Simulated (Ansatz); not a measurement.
Ag4F3⁺, relaxed as a singlet with RKS r2SCAN-D4/def2-SVP in Ansatz, starting from the GFN2-xTB geometry. Force threshold 0.02 eV/Å.

In the def2 sets Ag takes a core potential; there is no spin–orbit coupling. The relaxation made no stability test and no search for a lower SCF solution. No other spin state of charge 1 was run. Another isomer (singlet) lies 0.10 eV lower at r2SCAN-D4/def2-TZVP; other spin states weren't run for this one.

Start:

```xyz
7

Ag    1.244    0.405    1.284
Ag   -3.733   -2.205   -2.907
Ag   -1.097   -1.355    0.320
Ag    3.498    3.838    0.146
F    -2.428   -1.589   -1.381
F     2.341    2.143    0.583
F     0.175   -1.237    1.956
```

```tsv
step	energy (eV)	largest force component (eV/Å)	SCF passes
1	-24137.8809	0.761	19
2	-24138.0059	0.179	19
3	-24138.0226	0.082	20
4	-24138.0357	0.047	19
5	-24138.0464	0.041	19
6	-24138.0562	0.038	19
7	-24138.0647	0.045	19
8	-24138.0714	0.061	19
9	-24138.0755	0.087	19
10	-24138.0772	0.086	19
11	-24138.0792	0.066	19
12	-24138.0807	0.037	19
13	-24138.0813	0.023	19
14	-24138.0814	0.008	20
```

Force components are those of the run's own axes.

End:

```xyz
7

Ag    1.4720    1.0478    0.8281
Ag   -4.4635   -3.4190   -2.1765
Ag   -1.4339   -1.3203   -0.3868
Ag    4.4084    3.8181    1.5293
F    -2.9439   -2.2274   -1.4704
F     2.9012    2.5358    0.9710
F     0.0598   -0.4349    0.7053
```

By distances, no bond broke or formed, bridged metal pairs apart. The bond that changes most is Ag3–F5, from 2.17 to 2.07 Å (atoms count from 1). Metal–metal contacts that move far: Ag1–Ag3 3.08 to 3.94 Å.

No frequencies were taken in this run, so the end may be a saddle point.

Hardware: 4 threads of Arm Neoverse V1 on a shared host. Wall time 51 s.
